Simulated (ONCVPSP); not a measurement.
# Reading a pseudo-wave (nitrogen (N))

Columns: radius, all-electron u(r) and pseudo u(r) of the 2p shell (level -20.69 eV) of nitrogen in the configuration [He] 2s2 2p2; PBE, scalar-relativistic, ONCV scheme, ONCVPSP 4.0.1.

| r (bohr) | all-electron | pseudo |
| --- | --- | --- |
| 0.103 | 0.0861 | 0.0288 |
| 0.205 | 0.2487 | 0.1101 |
| 0.308 | 0.4173 | 0.2337 |
| 0.410 | 0.5610 | 0.3805 |
| 0.513 | 0.6744 | 0.5342 |
| 0.615 | 0.7563 | 0.6741 |
| 0.718 | 0.8105 | 0.7886 |
| 0.820 | 0.8391 | 0.8669 |
| 0.923 | 0.8473 | 0.9082 |
| 1.025 | 0.8392 | 0.9146 |
| 1.128 | 0.8185 | 0.8928 |
| 1.230 | 0.7891 | 0.8519 |
| 1.332 | 0.7535 | 0.7999 |
| 1.435 | 0.7134 | 0.7433 |
| 1.538 | 0.6710 | 0.6875 |
| 1.640 | 0.6281 | 0.6357 |
| 1.743 | 0.5848 | 0.5874 |
| 1.845 | 0.5428 | 0.5433 |
| 1.948 | 0.5017 | 0.5017 |
| 2.050 | 0.4627 | 0.4627 |
| 2.153 | 0.4254 | 0.4254 |
| 2.255 | 0.3905 | 0.3905 |
| 2.358 | 0.3576 | 0.3576 |
| 2.460 | 0.3271 | 0.3271 |
| 2.562 | 0.2988 | 0.2988 |
| 2.665 | 0.2723 | 0.2723 |

How many radial nodes do the two functions have?

The all-electron 2p function has n − l − 1 = 0; the pseudo-wave has 0.

At about which radius was the pseudo-wave matched?

2.05 bohr, where the columns begin to agree (steps of 0.10 bohr).

Where does each function peak?

Outermost all-electron maximum near 0.92 bohr, pseudo maximum near 1.02 bohr (to the table’s step).

Is the pseudo-wave norm-conserving?

Yes: the ONCV scheme keeps the norm inside the radius equal to the all-electron one, which fixes the energy derivative of the logarithmic derivative at the level.
